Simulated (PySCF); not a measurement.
## Atomic charges by several schemes

Compound: C6H13NOSi.
Geometry (GFN2-xTB, Å), atoms numbered from 1 in this order:
```
atom  x, y, z in Å
N1    -4.0011   -0.0104    0.4342
C2    -2.6417    0.1579   -0.0480
C3    -1.9208   -1.1494   -0.3989
Si4   -0.1471   -0.9032   -1.0074
O5     0.5384   -0.0801    0.2177
C6     1.8127    0.3313    0.3753
C7     2.8483    0.7827   -0.6003
C8     3.1486   -0.3297    0.3645
C9     2.6629    0.3771    1.6003
H10   -4.0059   -0.5825    1.2731
H11   -4.5612   -0.4908   -0.2634
H12   -2.0821    0.6870    0.7264
H13   -2.6863    0.8007   -0.9310
H14   -2.4822   -1.6670   -1.1796
H15   -1.9338   -1.8022    0.4775
H16    0.5359   -2.1835   -1.2324
H17   -0.0961   -0.1218   -2.2481
H18    2.6917    0.5139   -1.6378
H19    3.3268    1.7466   -0.4609
H20    3.5009   -1.3250    0.2096
H21    3.1262    1.3151    1.8889
H22    2.3554   -0.2337    2.4395
```

Density: PBE0/pcSseg-1 (PySCF); schemes: Mulliken, IAO, Hirshfeld and ESP-fitted. Geometry: GFN2-xTB, one conformer, isolated molecule.

What partial charge does each atom carry?

In e; atoms taken as equivalent share a row and are averaged (×n: the atom named and its like, n in all):

```csv
atom,environment,Mulliken,IAO,Hirshfeld,ESP-fitted
N1,primary amine nitrogen,-0.448,-0.568,-0.244,-1.048
C2,sp3 carbon bound to nitrogen,-0.061,-0.137,-0.025,+0.546
C3,sp3 carbon bound to silicon,-0.563,-0.570,-0.170,-0.422
Si4,oxygen-bound silicon,+0.823,+0.998,+0.401,+0.621
O5,silyl ether oxygen,-0.598,-0.592,-0.199,-0.429
C6,sp3 carbon bound to oxygen,+0.116,+0.205,+0.070,+0.385
C7/C9,three-membered-ring carbon,-0.132,-0.285,-0.085,-0.534
C8,sp3 carbon at a ring junction,-0.206,-0.197,-0.071,-0.013
H10/H11,N–H hydrogen,+0.162,+0.236,+0.105,+0.368
H12/H13,methylene hydrogen,+0.127,+0.141,+0.039,-0.026
H14/H15,methylene hydrogen,+0.131,+0.141,+0.035,+0.082
H16/H17,Si–H hydrogen,-0.115,-0.156,-0.087,-0.142
H18/H22,methylene hydrogen,+0.127,+0.143,+0.047,+0.203
H19/H21,methylene hydrogen,+0.119,+0.130,+0.036,+0.174
H20,methine hydrogen,+0.100,+0.162,+0.057,+0.112
```

Mean size of the charges over all atoms: ESP-fitted 0.302 e, IAO 0.268 e, Mulliken 0.215 e, Hirshfeld 0.096 e. Each set sums to the total charge, 0, to within 0.001 e. The Mulliken scheme gives each basis function's population to the atom it is centred on and halves the overlap population of two atoms between them.

Some averages cover members that differ in this geometry: C7/C9, ESP-fitted -0.577 to -0.492; C7/C9, Mulliken -0.149 to -0.116; H19/H21, ESP-fitted +0.160 to +0.188 e.

Lowest charge. The schemes don't all agree: Mulliken O5 (-0.598); IAO O5 (-0.592); Hirshfeld N1 (-0.244); ESP-fitted N1 (-1.048).

Highest charge. All schemes agree: Mulliken Si4 (+0.823); IAO Si4 (+0.998); Hirshfeld Si4 (+0.401); ESP-fitted Si4 (+0.621).

How closely do the schemes follow one another over all atoms?

Correlation coefficient and root-mean-square difference: IAO with Hirshfeld 0.99, 0.217 e; Mulliken with IAO 0.99, 0.076 e; Mulliken with Hirshfeld 0.97, 0.169 e; Hirshfeld with ESP-fitted 0.82, 0.293 e; IAO with ESP-fitted 0.81, 0.233 e; Mulliken with ESP-fitted 0.76, 0.253 e.

How many electrons does the Mulliken scheme count on C9?

Its own charge is -0.116 e, so Z − q = 6.116.

The run behind these numbers computed NMR shieldings as well. On one thread of an Arm Neoverse V2, no GPU, shared host with 32 logical CPUs at a one-minute load of 14, this took 50 s wall (with the writing of density and orbital grids) and 1.1 GiB of memory at its peak.
